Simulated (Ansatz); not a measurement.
Basis-set extrapolation for C$_{3}$H$_{7}$B$_{2}$F (`BB(F)/C=C/C`) (PBE0-D4/def2-TZVP geometry, frozen core, the Gaussian-basis code of Ansatz). Multiplicity 1, RHF reference.

|  | def2-TZVPP | def2-QZVPP |
| --- | --- | --- |
| HF | -266.606227 | -266.618137 |
| MP2 correlation | -0.929624 | -0.997494 |
| CCSD(T) correlation | -1.018639 | not run |

Energies in hartree. Use E(X) = E(∞) + A·exp(−7.88·√X) for Hartree–Fock and E(X) = E(∞) + B·X^(−2.97) for correlation, with X = 3 and 4, and add CCSD(T) minus MP2 of the smaller set to the MP2 limit.

Problem. What is the CCSD(T) energy at the basis-set limit?

Solution. HF limit: -266.618137 + (-0.011910) × 0.13774 = -266.61978. MP2 limit: -0.997494 + (-0.067870) × 0.74074 = -1.04777. Higher-order term: -1.018639 − (-0.929624) = -0.08902. Total: -267.75657 hartree, 82.6 kcal/mol below CCSD(T)/def2-TZVPP.
